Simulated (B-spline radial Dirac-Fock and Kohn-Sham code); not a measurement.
# Ta⁵⁺ 3p3/2: cross section and angular parameters

System: the Ta⁵⁺ ion in the configuration 1s2 2s2 2p6 3s2 3p6 3d10 4s2 4p6 4d10 4f14 5s2 5p6; threshold 2245.3 eV (orbital energy of the model). These are calculated numbers from a radial finite-basis atomic code; the model is Dirac-Hartree-Slater photoionisation with a Latter tail; cross sections with all multipoles, angular parameters from the dipole term and its interference with E2.

Input of the calculation (task.json; shells as n, l, electrons):

```json
{"items": [{
  "Z": 73,
  "q": 5,
  "cfg": [[1, 0, 2], [2, 0, 2], [2, 1, 6], [3, 0, 2], [3, 1, 6], [3, 2, 10], [4, 0, 2], [4, 1, 6], [4, 2, 10], [4, 3, 14], [5, 0, 2], [5, 1, 6]],
  "A": 181,
  "rrms": 5.3507,
  "do": "xps",
  "hv": [58.9, 60.5, 80, 88.2, 136.0, 150, 153.0, 164.0, 169.0, 300, 400, 408.0, 800, 882.0, 1000, 1020.0, 1140.0, 2150.0, 2984.4, 3540.0, 3700.0, 4120.0, 4150.0, 4220.0, 4260.0, 8047.8, 8340.0, 9130.0, 10300.0, 10900.0]
}]}
```

Command: `python xray2_run.py task.json out`

| hν (eV) | σ (kb) | β | γ | δ |
| --- | --- | --- | --- | --- |
| 2984.4 | 87.0 | 1.354 | 0.226 | 0.033 |
| 3540 | ? | ? | ? | ? |
| 3700 | 59.6 | 1.542 | 0.008 | 0.011 |
| 4120 | 48.6 | 1.594 | -0.042 | 0.010 |
| 4150 | 47.9 | 1.597 | -0.044 | 0.010 |
| 4220 | 46.4 | 1.604 | -0.048 | 0.010 |
| 4260 | 45.5 | 1.607 | -0.050 | 0.010 |
| 8047.8 | 11.6 | 1.683 | 0.376 | 0.022 |
| 8340 | 10.7 | 1.682 | 0.424 | 0.024 |
| 9130 | 8.62 | 1.674 | 0.552 | 0.026 |
| 10300 | 6.42 | 1.660 | 0.736 | 0.031 |
| 10900 | 5.58 | 1.652 | 0.826 | 0.033 |

Task: Give the values at 3540 eV.

Result: σ = 64.6 kb, β = 1.514, γ = 0.041, δ = 0.013.
